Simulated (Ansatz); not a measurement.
def2 core potentials replace the inner electrons of Sn.

Z-matrix (Å, degrees):
```
Sn
O 1 1.9812
H 2 0.9651 1 110.34
O 1 1.9812 2 106.04 3 -5.01
H 4 0.9651 1 110.34 2 107.44
O 1 1.9812 2 106.04 3 107.43
H 6 0.9651 1 110.34 2 -5.01
C 1 2.1187 2 112.72 3 -128.80
H 8 1.0981 1 108.88 2 -15.49
H 8 1.0981 9 110.06 1 -119.27
H 8 1.0981 9 110.06 10 -121.47
```
Charge 0, multiplicity 1.

All values below come from frozen-core CCSD(T)/def2-TZVPP // PBE0-D3(BJ)/def2-SVP run with Ansatz (a program for electronic structure).

| Quantity | Value |
|---|---|
| HF energy | -479.48255 Ha |
| MP2 correlation energy | -1.23984 Ha |

Question: Estimate the CCSD correlation energy, the (T) correction, the total energy and the T1 diagnostic.

Answer: 
```yaml
CCSD correlation energy: -1.24694 Ha
"(T) correction": -0.04491 Ha
CCSD(T) total energy: -480.77440 Ha
T1 diagnostic: 0.014
```
